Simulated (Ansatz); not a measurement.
Ansatz (an electronic-structure program) input (B3LYP/6-31G*):

Ansatz 0.2 input:
```yaml
crystal:
  periodic: [false, false, false]
  atoms:
    - {symbol: F, position_ang: [1.62366900, -0.70877100, 0.00655200]}
    - {symbol: C, position_ang: [0.62960400, 0.19732900, -0.01250100]}
    - {symbol: C, position_ang: [-0.62960400, -0.19732900, 0.01250100]}
    - {symbol: F, position_ang: [-1.62366900, 0.70877100, -0.00655200]}
    - {symbol: H, position_ang: [0.96175400, 1.22502700, -0.04851800]}
    - {symbol: H, position_ang: [-0.96175400, -1.22502700, 0.04851800]}
basis:
  gaussian:
    orbitals: 6-31G*
hamiltonian:
  xc: {name: B3LYP}
relax: {f_tol: 0.003, max_steps: 120}
```

From the output:

```
integrals: 0.02 GiB planned
671 factors; integrals over basis functions are off by at most 4.1e-4 eV
mean field: 0.18 GiB planned
mean field evaluation 32: about -7538.6656 eV, gradient 1.7e-2 eV
mean field -7538.66563272 eV, -277.0408521113 hartree, gradient 9.3e-6 eV, S^2 0.000000; 0 other end points of the search recorded, 0 dependent functions left out
the calculation of the forces begins
reference -7538.66576004 eV, -277.0408567904 hartree; 16, 16 occupied and 48, 48 virtual orbitals, 671 factors
relax step   5: F+E_penalty+E_count = -7538.66563272 eV  Δ(F+E_penalty+E_count) = -4.651e-7 eV  max|allowed force component| = 5.611e-3 eV/Å  Δτ_max = 0.0001 Å  (18 SCF iters, accepted)
these checks for a lower state are left out or cut short: starts, cluster_reference, orbital_swaps, neighbouring_geometries, increment
integrals: 0.02 GiB planned
671 factors; integrals over basis functions are off by at most 4.1e-4 eV
mean field: 0.18 GiB planned
mean field -7538.66563310 eV, -277.0408521253 hartree, gradient 1.5e-5 eV, S^2 0.000000; 0 other end points of the search recorded, 0 dependent functions left out
the calculation of the forces begins
reference -7538.66576043 eV, -277.0408568044 hartree; 16, 16 occupied and 48, 48 virtual orbitals, 671 factors
relax step   6: F+E_penalty+E_count = -7538.66563310 eV  Δ(F+E_penalty+E_count) = -3.812e-7 eV  max|allowed force component| = 9.566e-5 eV/Å  Δτ_max = 0.0000 Å  (17 SCF iters, accepted)
integrals: 0.02 GiB planned
671 factors; integrals over basis functions are off by at most 4.1e-4 eV
mean field: 0.18 GiB planned
mean field -7538.66563310 eV, -277.0408521253 hartree, gradient 1.5e-5 eV, S^2 0.000000; 1 other end points of the search recorded, 0 dependent functions left out
the calculation of the forces begins
reference -7538.66576043 eV, -277.0408568044 hartree; 16, 16 occupied and 48, 48 virtual orbitals, 671 factors
Total energy: -7538.66576043 eV, -277.0408568044 hartree
Atom 0 at     1.629304    -0.710257     0.006544 Å, force     0.000096    -0.000051     0.000001 eV/Å
Atom 1 at     0.633533     0.196392    -0.012510 Å, force    -0.000028     0.000084    -0.000002 eV/Å
Atom 2 at    -0.633533    -0.196392     0.012510 Å, force     0.000028    -0.000084     0.000002 eV/Å
Atom 3 at    -1.629304     0.710257    -0.006544 Å, force    -0.000096     0.000051    -0.000001 eV/Å
Atom 4 at     0.964498     1.228300    -0.048649 Å, force    -0.000034    -0.000088     0.000003 eV/Å
Atom 5 at    -0.964498    -1.228300     0.048649 Å, force     0.000034     0.000088    -0.000003 eV/Å
Dipole moment:    -0.000000     0.000000    -0.000000 e Å
```

The geometry given is a B3LYP-D3(BJ)/def2-TZVP minimum.
